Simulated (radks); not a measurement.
The numbers below are computed, except where a source is named.
Q: Radial electron density D(r) = 4 pi r^2 rho(r) of an atom or ion with 16 electrons. Level of theory: non-relativistic Kohn-Sham, BLYP, spin-polarised, spherical densities, point nucleus (a radial shooting solver on a logarithmic mesh with Libxc functionals).

```
   r/bohr * D(r) (the largest magnitude, 24.4, reaches the edge; | marks zero)
 0.006127 |   *
 0.006963 |     *
 0.007914 |      *
 0.008995 |        *
  0.01022 |         *
  0.01162 |            *
  0.01321 |               *
  0.01501 |                  *
  0.01706 |                     *
  0.01954 |                         *
  0.02221 |                              *
  0.02525 |                                  *
  0.02869 |                                       *
  0.03261 |                                           *
  0.03706 |                                               *
  0.04212 |                                                  *
  0.04788 |                                                   *
  0.05441 |                                                    *
  0.06185 |                                                   *
  0.07029 |                                                 *
  0.07989 |                                              *
   0.0908 |                                          *
   0.1032 |                                       *
   0.1173 |                                     *
   0.1333 |                                     *
   0.1515 |                                        *
   0.1722 |                                            *
   0.1957 |                                                *
   0.2224 |                                                    *
   0.2528 |                                                      *
   0.2873 |                                                     *
   0.3266 |                                                *
   0.3712 |                                        *
   0.4218 |                               *
   0.4794 |                      *
   0.5449 |                *
   0.6193 |            *
   0.7039 |            *
      0.8 |             *
   0.9093 |              *
    1.033 |             *
    1.184 |            *
    1.346 |         *
    1.529 |      *
    1.738 |   *
    1.976 | *
    2.245 |*
    2.552 *
      2.9 *
    3.297 *
    3.747 *
    4.258 *
```

What is the nuclear charge?

A: Z = 20. The innermost maximum, from 1s, lies near 1/Z = 0.05 bohr (found: 0.0531), and its height grows with Z. The density is that of the calcium ion Ca4+ in [Ne] 3s2 3p3.75 3d0.25; the configuration itself is not fixed sharply by these data, and Z only to about a unit. D(r) has 3 maxima, at r = 0.0531, 0.257, 0.954 bohr, and minima at 0.124, 0.687 bohr, inside which lie 2.16, 10.43 electrons.
